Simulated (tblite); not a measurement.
Compound: C₅H₆GeO₂Si.
SMILES with atom numbers: `[CH:1]#[C:2][SiH2:3][O:4][Ge@H:5]([C:6]#[CH:7])[CH:8]=[O:9]` (hydrogens: H10 on C1; H11, H12 on Si3; H13 on Ge5; H14 on C7; H15 on C8)

Geometry (GFN2-xTB, Å), atoms numbered from 1 in this order:
```
atom  x, y, z in Å
C1     2.986   -1.547    0.257
C2     2.535   -0.453    0.041
Si3    1.778    1.207   -0.308
O4     0.227    1.013   -0.770
Ge5   -1.142   -0.030   -1.042
C6    -2.640    0.965   -0.391
C7    -3.584    1.571    0.044
C8    -0.779   -1.679    0.065
O9    -0.874   -2.804   -0.324
H10    3.390   -2.500    0.447
H11    2.449    1.835   -1.446
H12    1.740    1.994    0.925
H13   -1.243   -0.210   -2.542
H14   -4.412    2.107    0.415
H15   -0.437   -1.462    1.101
```

All values are computed: GFN2-xTB (tblite) harmonic vibrations without scaling, gas phase. Errors from tens to a few hundred cm⁻¹ against measured bands are possible. Modes of hydrogen on germanium and silicon can be 10 to 20 % off. One conformer, not necessarily the lowest. The optimisation stopped once no atom felt more than 0.01 eV/Å.

Lowest wavenumbers of the output (negative numbers stand for imaginary wavenumbers):
```
mode    cm-1
  1     -20.2
  2      16.1
  3      24.0
  4      50.0
  5      81.2
  6      97.5
  7     110.3
  8     170.1
```

Problem. Is this structure a minimum?

Solution. Not by this Hessian. 1 mode is imaginary beyond 20i (20i cm⁻¹), so at this level the point lies at or near a first-order saddle. The curvature is small, so loose convergence or finite differences may be the whole cause.

Problem. Which atoms move in the imaginary mode?

Solution. 20i: O4 (oxygen bonded to Ge and Si) 40 %, C7 (terminal alkyne carbon) 16 %, Si3 (oxygen-bound silicon) 14 %. These are shares of the mass-weighted motion.

Problem. What is the remedy?

Solution. Step along that mode in both directions, optimise again with tighter thresholds and repeat the frequencies. The zero-point energy of this point (50.5 kcal/mol) counts the 38 real modes alone, and thermal corrections from it aren't those of a minimum.

On one thread, Arm Neoverse N1 (aarch64), shared host, this took 1.1 s of wall time. The figure is for the frequency step alone.
